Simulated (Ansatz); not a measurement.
Compare A (`CC1CCCCC1`) with its isomer B (`C/C=C/CCCC`).

Computed with Ansatz on PBE0-D4/def2-TZVP structures; ΔE is electronic, products minus reactants. CCSD(T)/CBS adds triple-zeta CCSD(T) − MP2 to the extrapolated MP2 energy (def2 sets, frozen cores). DFT in def2-TZVPP. B3LYP here is the variant with VWN-RPA as its local correlation; programs differ in this. Each species was taken in one conformer, which may not be the lowest.

A:

Z-matrix (Å, degrees):
```
C
C 1 1.518
H 1 1.093 2 111.4
H 1 1.093 2 111.4 3 -120.6
H 1 1.095 2 110.7 3 119.7
C 2 1.525 1 111.6 3 -57.9
C 2 1.525 1 111.5 3 178.4
H 2 1.100 1 108.3 3 60.3
C 6 1.522 2 112.2 1 -179.1
H 6 1.095 2 109.8 1 57.7
H 6 1.099 2 108.6 1 -58.2
C 7 1.522 2 112.2 1 179.1
H 7 1.095 2 109.8 1 -57.7
H 7 1.099 2 108.6 1 58.2
C 9 1.522 6 111.3 2 55.4
H 9 1.094 6 110.2 2 178.2
H 9 1.097 6 109.2 2 -65.2
H 12 1.097 7 109.2 2 65.2
H 12 1.094 7 110.3 2 -178.2
H 15 1.098 9 109.1 6 65.5
H 15 1.094 9 110.4 6 -177.7
```

B:

```xyz
21

C     1.340   -2.724    1.497
C     0.977   -1.943    0.282
C     1.276   -0.666    0.076
C     0.913    0.123   -1.138
C     0.039    1.338   -0.827
C    -1.334    0.977   -0.288
C    -2.186    2.196    0.019
H     1.961   -3.589    1.243
H     1.889   -2.112    2.215
H     0.448   -3.117    1.996
H     0.424   -2.476   -0.491
H     1.825   -0.128    0.850
H     1.831    0.471   -1.628
H     0.401   -0.525   -1.857
H    -0.074    1.938   -1.737
H     0.557    1.980   -0.103
H    -1.848    0.340   -1.017
H    -1.219    0.366    0.614
H    -1.707    2.832    0.769
H    -3.169    1.914    0.402
H    -2.341    2.806   -0.876
```

(1) Which isomer does CCSD(T)/CBS put lower? Give the gap. (An estimate is asked.)

(2) Give E(B) − E(A) in kJ/mol with B3LYP, CCSD/def2-TZVPP, PBE0-D4, r2SCAN-D4, CCSD(T)/def2-TZVPP, PBE-D4, ωB97M-V. (Best estimate.)

Largest T1 diagnostic: 0.009.

## Answers

(1) Ansatz gave: A, by 87.0 kJ/mol.

(2) Computed: B3LYP 59.3, CCSD/def2-TZVPP 87.9, PBE0-D4 95.4, r2SCAN-D4 85.7, CCSD(T)/def2-TZVPP 87.7, PBE-D4 82.2, ωB97M-V 88.9. None reverses the order clearly.

The D4 term adds +12.5 kJ/mol with B3LYP and +6.4 kJ/mol with PBE0; it sums over pairs of atoms, weighted by their polarisabilities, and B3LYP, whose exchange is more repulsive, gets the larger term. From PBE to PBE0 (25 % exact exchange), in def2-TZVPP and without D4, E(B) − E(A) moves by +14.5 kJ/mol.
